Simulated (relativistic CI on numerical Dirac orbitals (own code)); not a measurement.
Bi⁶⁺: computed level list

Method of calculation: Dirac-Coulomb-Breit CI, orbitals from a KLI potential per configuration, a model potential for QED, unscaled Slater integrals (own radial code, finite nucleus).

Configurations in the expansion (outside the closed core [Kr] 4d10 4f14 5s2): 5p6 5d9, 5p6 5d8 6s, 5p6 5d8 5f, 5p6 5d8 6p, 5p6 5d8 5g, 5p5 5d10, 5p6 5d8 6d, 5p6 5d8 7s, 5p6 5d7 6s 6p, 5p6 5d8 7p, 5p6 5d8 6f, 5p6 5d8 7d, 5p6 5d7 5f 6s, 5p6 5d8 7f, 5p6 5d7 6s2, 5p6 5d6 5f 6s2, 5p6 5d6 6s2 6p, 5p6 5d6 5g 6s2, 5p6 5d6 6s2 6d. Double excitations out of closed p, d and f shells are left out; levels of such configurations are missing from the list, as are those of other unlisted configurations, and high levels can miss mixing partners.

The lowest level is 5p6 5d9 2D_5/2, with 100 % of that term; Hund's rules for 5p6 5d9 give 2D with J = 5/2, in agreement.

```csv
No.,Configuration,Term,J,E (eV),%,Lifetime (s),jj configuration (%)
1,5p6 5d9,2D,5/2,0.0000,100,,5d5/2^5 (100)
2,5p6 5d9,2D,3/2,3.0939,100,3.99e-03,5d3/2^3 5d5/2^6 (100)
3,5p6 5d8 6s,4F,9/2,21.5040,95,1.94e-03,5d5/2^4 6s (94)
4,5p6 5d8 6s,4F,7/2,22.5831,55,6.08e-05,5d5/2^4 6s (86)
5,5p6 5d8 6s,2D,5/2,23.3177,42,1.21e-04,5d5/2^4 6s (96)
6,5p6 5d8 6s,2D,3/2,23.6331,50,6.20e-05,5d5/2^4 6s (88)
7,5p6 5d8 6s,4F,5/2,24.9017,73,1.66e-04,5d3/2^3 5d5/2^5 6s (92)
8,5p6 5d8 6s,2F,7/2,25.0590,52,3.11e-05,5d3/2^3 5d5/2^5 6s (89)
9,5p6 5d8 6s,4P,1/2,25.7067,77,1.25e-04,5d5/2^4 6s (74)
10,5p6 5d8 6s,4P,3/2,26.1484,61,1.74e-04,5d3/2^3 5d5/2^5 6s (86)
11,5p6 5d8 6s,2F,5/2,26.4468,44,3.21e-05,5d3/2^3 5d5/2^5 6s (99)
12,5p6 5d8 6s,2P,3/2,27.1147,46,2.51e-05,5d3/2^3 5d5/2^5 6s (78)
13,5p6 5d8 6s,2G,9/2,27.5159,95,3.57e-05,5d3/2^3 5d5/2^5 6s (94)
14,5p6 5d8 6s,2G,7/2,27.6595,91,4.49e-05,5d3/2^3 5d5/2^5 6s (97)
15,5p6 5d8 6s,2P,1/2,27.9289,84,1.36e-05,5d3/2^3 5d5/2^5 6s (87)
16,5p6 5d8 6s,2D,3/2,29.1802,46,2.53e-05,5d3/2^2 5d5/2^6 6s (74)
17,5p6 5d8 6s,2D,5/2,29.3040,40,2.53e-05,5d3/2^2 5d5/2^6 6s (94)
18,5p6 5d8 6s,2S,1/2,33.5211,75,1.69e-05,5d3/2^2 5d5/2^6 6s (86)
19,5p6 5d8 6p,4D°,7/2,33.7373,59,5.64e-10,5d5/2^4 6p1/2 (93)
20,5p6 5d8 6p,2G°,9/2,34.1197,40,6.31e-10,5d5/2^4 6p1/2 (94)
21,5p6 5d8 6p,2D°,3/2,35.2071,34,5.60e-10,5d5/2^4 6p1/2 (96)
22,5p6 5d8 6p,2F°,5/2,35.2985,37,5.86e-10,5d5/2^4 6p1/2 (92)
23,5p6 5d8 6p,4G°,7/2,36.8292,60,5.30e-10,5d3/2^3 5d5/2^5 6p1/2 (96)
24,5p6 5d8 6p,4D°,5/2,36.8523,40,3.44e-10,5d3/2^3 5d5/2^5 6p1/2 (92)
25,5p6 5d8 6p,2P°,1/2,37.3813,45,5.61e-10,5d5/2^4 6p1/2 (74)
26,5p6 5d8 6p,4D°,3/2,37.9174,42,4.22e-10,5d3/2^3 5d5/2^5 6p1/2 (88)
27,5p6 5d8 6p,4G°,5/2,38.3119,27,1.93e-10,5d3/2^3 5d5/2^5 6p1/2 (81)
28,5p6 5d8 6p,4P°,1/2,38.3596,61,6.05e-10,5d3/2^3 5d5/2^5 6p1/2 (92)
29,5p6 5d8 6p,4G°,11/2,38.3758,93,2.21e-10,5d5/2^4 6p3/2 (95)
30,5p6 5d8 6p,4F°,9/2,38.9172,64,2.33e-10,5d5/2^4 6p3/2 (87)
31,5p6 5d8 6p,2F°,7/2,38.9585,50,2.04e-10,5d5/2^4 6p3/2 (68)
32,5p6 5d8 6p,4D°,3/2,39.0787,36,2.13e-10,5d3/2^3 5d5/2^5 6p1/2 (74)
33,5p6 5d8 6p,2H°,9/2,39.3415,65,5.64e-10,5d3/2^3 5d5/2^5 6p1/2 (84)
34,5p6 5d8 6p,2D°,5/2,39.4713,71,6.29e-11,5d5/2^4 6p3/2 (86)
35,5p6 5d8 6p,2F°,7/2,39.7929,74,5.87e-11,5d3/2^3 5d5/2^5 6p1/2 (64)
36,5p6 5d8 6p,2D°,5/2,40.1373,51,6.07e-11,5d5/2^4 6p3/2 (88)
37,5p6 5d8 6p,2F°,7/2,40.5142,51,1.56e-10,5d5/2^4 6p3/2 (80)
38,5p6 5d8 6p,4G°,5/2,40.7480,33,2.31e-10,5d3/2^2 5d5/2^6 6p1/2 (68)
39,5p6 5d8 6p,2P°,3/2,40.7993,38,4.91e-11,5d5/2^4 6p3/2 (56)
40,5p6 5d8 6p,2P°,1/2,40.8383,48,2.02e-10,5d5/2^4 6p3/2 (81)
41,5p6 5d8 6p,4G°,9/2,41.4775,64,2.31e-10,5d3/2^3 5d5/2^5 6p3/2 (99)
42,5p6 5d8 6p,2P°,3/2,41.5478,45,8.18e-11,5d3/2^2 5d5/2^6 6p1/2 (53)
43,5p6 5d8 6p,2F°,5/2,41.7577,34,1.47e-10,5d3/2^3 5d5/2^5 6p3/2 (82)
44,5p6 5d8 6p,4F°,7/2,41.8695,54,1.41e-10,5d3/2^3 5d5/2^5 6p3/2 (96)
45,5p6 5d8 6p,2D°,3/2,42.5487,65,4.70e-11,5d3/2^3 5d5/2^5 6p3/2 (68)
46,5p6 5d8 6p,2F°,5/2,42.8586,35,1.30e-10,5d3/2^3 5d5/2^5 6p3/2 (90)
47,5p6 5d8 6p,4D°,1/2,42.9551,55,1.17e-10,5d3/2^3 5d5/2^5 6p3/2 (64)
48,5p6 5d8 6p,2D°,3/2,42.9833,30,1.48e-10,5d5/2^4 6p3/2 (80)
49,5p6 5d8 6p,4D°,7/2,43.0127,50,2.12e-10,5d3/2^3 5d5/2^5 6p3/2 (85)
50,5p6 5d8 6p,2D°,3/2,43.4018,39,4.36e-11,5d3/2^3 5d5/2^5 6p3/2 (81)
51,5p6 5d8 6p,2H°,11/2,43.7025,92,2.49e-10,5d3/2^3 5d5/2^5 6p3/2 (94)
52,5p6 5d8 6p,2F°,5/2,43.9589,74,6.14e-11,5d3/2^3 5d5/2^5 6p3/2 (87)
53,5p6 5d8 6p,2S°,1/2,43.9816,48,2.31e-10,5d3/2^3 5d5/2^5 6p3/2 (85)
54,5p6 5d8 6p,4D°,5/2,44.0473,54,1.60e-10,5d3/2^3 5d5/2^5 6p3/2 (96)
55,5p6 5d8 6p,4S°,3/2,44.5212,45,1.71e-10,5d3/2^3 5d5/2^5 6p3/2 (92)
56,5p6 5d8 6p,2G°,7/2,44.7885,71,1.60e-10,5d3/2^3 5d5/2^5 6p3/2 (85)
57,5p6 5d8 6p,2G°,9/2,45.1229,80,2.08e-10,5d3/2^3 5d5/2^5 6p3/2 (92)
58,5p6 5d8 6p,2P°,1/2,45.5626,93,3.13e-11,5d3/2^2 5d5/2^6 6p1/2 (56)
59,5p6 5d8 6p,2P°,3/2,45.5718,33,2.26e-10,5d3/2^2 5d5/2^6 6p3/2 (88)
60,5p6 5d8 6p,2F°,5/2,45.9200,36,1.04e-10,5d3/2^2 5d5/2^6 6p3/2 (85)
61,5p6 5d8 6p,2F°,7/2,45.9519,48,2.23e-10,5d3/2^2 5d5/2^6 6p3/2 (85)
62,5p6 5d7 6s2,4F,9/2,46.8473,77,5.31e-08,5d5/2^3 (89)
63,5p6 5d8 6p,2P°,1/2,46.9140,60,1.39e-10,5d3/2^2 5d5/2^6 6p3/2 (57)
64,5p6 5d7 6s2,2P,3/2,48.9656,42,2.87e-08,5d5/2^3 (93)
65,5p6 5d7 6s2,4F,5/2,49.3436,38,2.67e-08,5d5/2^3 (74)
66,5p6 5d7 6s2,4F,7/2,49.5474,93,1.55e-08,5d3/2^3 5d5/2^4 (94)
67,5p6 5d8 6p,2P°,3/2,50.3836,75,1.65e-10,5d3/2^2 5d5/2^6 6p3/2 (83)
68,5p6 5d7 6s2,4F,3/2,50.9712,48,1.32e-08,5d3/2^3 5d5/2^4 (90)
69,5p6 5d7 6s2,2G,9/2,51.1494,48,8.83e-09,5d3/2^3 5d5/2^4 (87)
70,5p6 5d7 6s2,4P,5/2,51.1657,66,6.54e-09,5d3/2^3 5d5/2^4 (80)
```

Energies count from the lowest computed level; ° marks odd parity; lifetimes are radiative, by E1, M1, E2 decay to levels of this space only. Filled j subshells are mostly left out of the jj labels.

The mean weight of the leading LS term, summed over parents, in these 70 levels is 58 %, and that of the leading jj configuration (from the same eigenvectors) 85 %, so jj coupling describes them better and the LS labels are nominal.

At this charge configurations can still be misplaced by up to about 7 % of their energy. Levels and lines within the n = 5 or 6 shells can be off by up to 10 % or somewhat more, and those that change n by about 2 %, since core polarisation is missing.

LS names give the leading component of a level, which can be under half, so a name can repeat, a term be missing and a line seem to break the LS rules.
